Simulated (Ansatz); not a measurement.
`N[SiH2][S][AlH2]` → `[AlH2][SH]` + `N[SiH]` at 298.15 K and 1 bar (silylene formation by 1,1-elimination).

Computed with Ansatz on PBE0-D4/def2-TZVP structures; ΔE is electronic, products minus reactants. CCSD(T)/CBS is the MP2 limit (def2-TZVPP, def2-QZVPP) plus CCSD(T) − MP2 in def2-TZVPP, frozen cores. This one scheme is used for every species. One conformer a species, not always the lowest.

```tsv
species	CCSD(T)/CBS energy (Eh)	H − E (kJ/mol)	S (J/(mol·K))
`N[SiH2][S][AlH2]`	-987.26936	179.3	360.6
`[AlH2][SH]`	-641.61836	72.6	268.0
`N[SiH]`	-345.56329	99.2	245.4
```

H − E and S are ideal-gas, rigid-rotor, harmonic terms from PBE0-D4/def2-TZVP, for one conformer and one mirror image of each species. 1 Eh = 2625.50 kJ/mol, R = 8.31446 J/(mol·K).

Q: By hand: ΔE, ΔH, ΔS and ΔG.

A: ΔE = (-641.61836) + (-345.56329) − (-987.26936) = 0.08771 Eh = 230.3 kJ/mol. Δ(H − E) = 72.6 + 99.2 − 179.3 = -7.5, so ΔH = 222.8 kJ/mol. ΔS = 268.0 + 245.4 − 360.6 = 152.8 J/(mol·K). ΔG = 222.8 − 298.15 × (152.8)/1000 = 177.2 kJ/mol.

Q: By hand: the equilibrium constant, and the temperature at which ΔG would vanish if ΔH and ΔS stayed fixed.

A: log₁₀ K = −ΔG/(RT ln 10) = -31.0. ΔG = 0 at ΔH/ΔS = 1458 K.

The number of gas molecules changes by +1, which sets the sign of ΔS. A doubt of 5 kJ/mol in ΔE shifts log₁₀ K by 0.9 here. Other conformers and mirror images would add mixing entropy, several J/(mol·K) or more a flexible species. Modes under 60 cm⁻¹, often nearly free rotors, make the harmonic entropy too high. These are equilibria of isolated gas molecules and say nothing of rates. Largest T1 diagnostic: 0.015 (customary marks: 0.02 for closed shells, 0.045 for open ones).
